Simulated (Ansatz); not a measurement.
Steps of a relaxation of C₄H₉FOSi, SMILES `CC(C)(C)O[Si]F` with RKS PBE0-D4/def2-TZVP.

```sh
$ ansatz run in.yaml --threads 4 --pin off --events-out ev --progress --plain --max-ram 11315MiB
```

```yaml
crystal:
  periodic: [false, false, false]
  atoms:
    - {symbol: C, position_ang: [-0.586824, -1.225606, -1.074186]}
    - {symbol: C, position_ang: [-0.128202, -0.085610, -0.161481]}
    - {symbol: C, position_ang: [1.354248, 0.242147, -0.385261]}
    - {symbol: C, position_ang: [-0.407953, -0.408888, 1.312478]}
    - {symbol: O, position_ang: [-0.924670, 1.072357, -0.544402]}
    - {symbol: Si, position_ang: [-1.048925, 2.661871, -0.060629]}
    - {symbol: F, position_ang: [0.090513, 2.772924, 1.161166]}
    - {symbol: H, position_ang: [-0.419478, -0.961010, -2.136898]}
    - {symbol: H, position_ang: [-0.027755, -2.156599, -0.851156]}
    - {symbol: H, position_ang: [-1.667992, -1.422224, -0.933664]}
    - {symbol: H, position_ang: [1.986393, -0.637531, -0.150240]}
    - {symbol: H, position_ang: [1.666533, 1.083713, 0.262190]}
    - {symbol: H, position_ang: [1.530407, 0.521185, -1.443462]}
    - {symbol: H, position_ang: [-1.490251, -0.593025, 1.466528]}
    - {symbol: H, position_ang: [-0.093509, 0.432010, 1.960053]}
    - {symbol: H, position_ang: [0.144465, -1.318416, 1.623164]}
basis:
  gaussian: {orbitals: def2-TZVP}
hamiltonian: {xc: pbe0, dispersion: d4}
relax: {f_tol: 0.005, max_steps: 150}
```

Positions (Å) and forces (eV/Å) along the path, 8 of 8 steps:

```xyz
16
step=1 energy=-16929.5300 eV
C    -0.587   -1.226   -1.074   -0.065   -0.097   -0.108
C    -0.128   -0.086   -0.161   -0.019    0.087    0.014
C     1.354    0.242   -0.385    0.110    0.031   -0.046
C    -0.408   -0.409    1.312   -0.052   -0.026    0.117
O    -0.925    1.072   -0.544    0.148    0.829    0.478
Si   -1.049    2.662   -0.061    0.921   -1.191    0.492
F     0.091    2.773    1.161   -0.823   -0.014   -0.856
H    -0.419   -0.961   -2.137   -0.065   -0.115    0.512
H    -0.028   -2.157   -0.851   -0.254    0.460   -0.086
H    -1.668   -1.422   -0.934    0.517    0.100   -0.048
H     1.986   -0.638   -0.150   -0.320    0.405   -0.101
H     1.667    1.084    0.262   -0.130   -0.424   -0.302
H     1.530    0.521   -1.443   -0.097   -0.138    0.498
H    -1.490   -0.593    1.467    0.516    0.087   -0.088
H    -0.094    0.432    1.960   -0.138   -0.427   -0.303
H     0.144   -1.318    1.623   -0.249    0.433   -0.174
16
step=2 energy=-16929.6165 eV
C    -0.582   -1.211   -1.063   -0.011   -0.043   -0.029
C    -0.125   -0.079   -0.155   -0.070    0.001   -0.072
C     1.350    0.235   -0.383   -0.006    0.023    0.004
C    -0.403   -0.413    1.306   -0.005    0.022    0.006
O    -0.919    1.071   -0.539    0.110    0.611    0.350
Si   -1.055    2.646   -0.074    0.595   -0.685    0.352
F     0.062    2.792    1.141   -0.553   -0.055   -0.594
H    -0.414   -0.948   -2.114   -0.021   -0.035    0.145
H    -0.027   -2.130   -0.840   -0.075    0.124   -0.030
H    -1.651   -1.405   -0.922    0.147    0.027   -0.017
H     1.964   -0.647   -0.159   -0.094    0.119   -0.027
H     1.675    1.057    0.263   -0.028   -0.112   -0.086
H     1.521    0.514   -1.430   -0.025   -0.037    0.147
H    -1.475   -0.591    1.457    0.151    0.028   -0.022
H    -0.083    0.407    1.959   -0.042   -0.117   -0.076
H     0.139   -1.320    1.598   -0.071    0.128   -0.050
16
step=3 energy=-16929.6451 eV
C    -0.582   -1.207   -1.062    0.012    0.022    0.020
C    -0.125   -0.079   -0.155   -0.024    0.045   -0.010
C     1.344    0.235   -0.378    0.008   -0.034   -0.013
C    -0.399   -0.409    1.302   -0.001   -0.036   -0.007
O    -0.908    1.073   -0.527    0.033   -0.013    0.033
Si   -1.047    2.624   -0.074   -0.023    0.036   -0.012
F     0.048    2.781    1.119   -0.018    0.027   -0.008
H    -0.415   -0.944   -2.107    0.005    0.009   -0.036
H    -0.031   -2.122   -0.841    0.016   -0.024    0.008
H    -1.646   -1.399   -0.921   -0.036   -0.006    0.004
H     1.951   -0.645   -0.158    0.031   -0.027    0.002
H     1.673    1.049    0.269    0.001    0.013    0.014
H     1.516    0.518   -1.418    0.014    0.012   -0.037
H    -1.465   -0.584    1.455   -0.039   -0.008    0.014
H    -0.076    0.402    1.954    0.009    0.017    0.008
H     0.139   -1.315    1.587    0.012   -0.034    0.020
16
step=4 energy=-16929.6467 eV
C    -0.582   -1.202   -1.060   -0.006   -0.008   -0.009
C    -0.122   -0.077   -0.151   -0.043   -0.037   -0.059
C     1.350    0.229   -0.379   -0.007    0.009    0.010
C    -0.398   -0.416    1.305    0.006    0.013   -0.002
O    -0.906    1.075   -0.524    0.075   -0.010    0.074
Si   -1.058    2.629   -0.084   -0.036    0.010   -0.035
F     0.028    2.809    1.111    0.010    0.006    0.013
H    -0.415   -0.938   -2.106   -0.001    0.000   -0.005
H    -0.032   -2.119   -0.841    0.002   -0.005    0.000
H    -1.647   -1.393   -0.919   -0.005   -0.001   -0.001
H     1.955   -0.654   -0.164   -0.002   -0.002    0.001
H     1.683    1.040    0.270    0.008    0.012    0.006
H     1.521    0.515   -1.419   -0.002    0.002   -0.002
H    -1.465   -0.587    1.458   -0.002    0.002   -0.001
H    -0.071    0.391    1.961    0.002    0.010    0.012
H     0.137   -1.326    1.586    0.002   -0.001   -0.002
16
step=5 energy=-16929.6474 eV
C    -0.584   -1.202   -1.062    0.000   -0.006   -0.003
C    -0.121   -0.079   -0.151   -0.030   -0.006   -0.033
C     1.351    0.227   -0.377   -0.003    0.001   -0.001
C    -0.395   -0.418    1.306   -0.001    0.001   -0.002
O    -0.902    1.075   -0.520    0.052    0.010    0.058
Si   -1.062    2.631   -0.089   -0.028   -0.012   -0.034
F     0.020    2.824    1.109    0.012   -0.003    0.011
H    -0.417   -0.936   -2.108    0.000    0.000    0.005
H    -0.035   -2.121   -0.845   -0.002    0.001   -0.001
H    -1.649   -1.392   -0.920    0.005    0.002    0.000
H     1.956   -0.657   -0.165   -0.003    0.004    0.000
H     1.686    1.036    0.274   -0.003    0.002    0.000
H     1.522    0.516   -1.417   -0.001   -0.001    0.005
H    -1.463   -0.586    1.460    0.005    0.002   -0.001
H    -0.067    0.389    1.962   -0.001    0.002   -0.003
H     0.138   -1.329    1.586   -0.001    0.004   -0.001
16
step=6 energy=-16929.6478 eV
C    -0.585   -1.202   -1.063   -0.005    0.007   -0.002
C    -0.120   -0.081   -0.151   -0.006    0.003   -0.005
C     1.352    0.225   -0.376    0.002    0.001    0.003
C    -0.393   -0.420    1.306    0.003    0.002    0.002
O    -0.897    1.075   -0.514    0.012   -0.001    0.012
Si   -1.066    2.632   -0.093   -0.010   -0.006   -0.013
F     0.012    2.838    1.106    0.006   -0.006    0.004
H    -0.419   -0.934   -2.108    0.000   -0.002    0.000
H    -0.038   -2.123   -0.848    0.000    0.004    0.001
H    -1.651   -1.389   -0.921    0.001   -0.001   -0.001
H     1.957   -0.660   -0.165   -0.001    0.002    0.001
H     1.685    1.033    0.277    0.000   -0.001   -0.003
H     1.524    0.516   -1.415   -0.001   -0.001    0.001
H    -1.461   -0.587    1.462    0.002    0.000   -0.002
H    -0.063    0.387    1.961   -0.002   -0.002    0.000
H     0.139   -1.332    1.587    0.000    0.002    0.000
16
step=7 energy=-16929.6478 eV rejected
C    -0.587   -1.200   -1.064    0.004   -0.003    0.003
C    -0.120   -0.082   -0.151    0.000    0.004    0.002
C     1.353    0.224   -0.375   -0.001    0.000   -0.007
C    -0.392   -0.421    1.306   -0.007   -0.002   -0.001
O    -0.896    1.074   -0.513    0.000    0.007    0.003
Si   -1.068    2.631   -0.094    0.000   -0.003   -0.001
F     0.011    2.836    1.104    0.001    0.003    0.002
H    -0.421   -0.931   -2.109    0.005   -0.003   -0.004
H    -0.041   -2.122   -0.851   -0.003    0.000   -0.003
H    -1.653   -1.386   -0.922   -0.002   -0.006    0.003
H     1.958   -0.659   -0.158   -0.001    0.000    0.000
H     1.683    1.035    0.275    0.003    0.000    0.000
H     1.527    0.510   -1.415   -0.003    0.001    0.003
H    -1.459   -0.593    1.463    0.002    0.002   -0.002
H    -0.065    0.389    1.960    0.000   -0.001    0.003
H     0.145   -1.329    1.588    0.000    0.000   -0.001
16
step=8 energy=-16929.6478 eV
C    -0.586   -1.201   -1.063    0.001   -0.002    0.000
C    -0.119   -0.081   -0.150   -0.002    0.004    0.000
C     1.353    0.224   -0.376    0.001   -0.001    0.000
C    -0.393   -0.421    1.306    0.000   -0.001    0.000
O    -0.896    1.075   -0.513    0.000    0.000    0.000
Si   -1.067    2.632   -0.094    0.000    0.000    0.000
F     0.012    2.838    1.105    0.000    0.000    0.000
H    -0.419   -0.933   -2.109    0.000    0.001    0.000
H    -0.039   -2.122   -0.849    0.001   -0.001    0.000
H    -1.652   -1.388   -0.921    0.000    0.001    0.000
H     1.958   -0.660   -0.162    0.000    0.000    0.000
H     1.685    1.034    0.275   -0.001    0.000    0.000
H     1.525    0.513   -1.415    0.000    0.000    0.000
H    -1.461   -0.590    1.461    0.000    0.000    0.000
H    -0.065    0.388    1.961    0.000    0.000   -0.001
H     0.142   -1.331    1.587    0.000    0.000    0.000
```

Run time 65 s (4 threads of an Arm Neoverse V2 on a shared host); peak host memory 1 GiB.
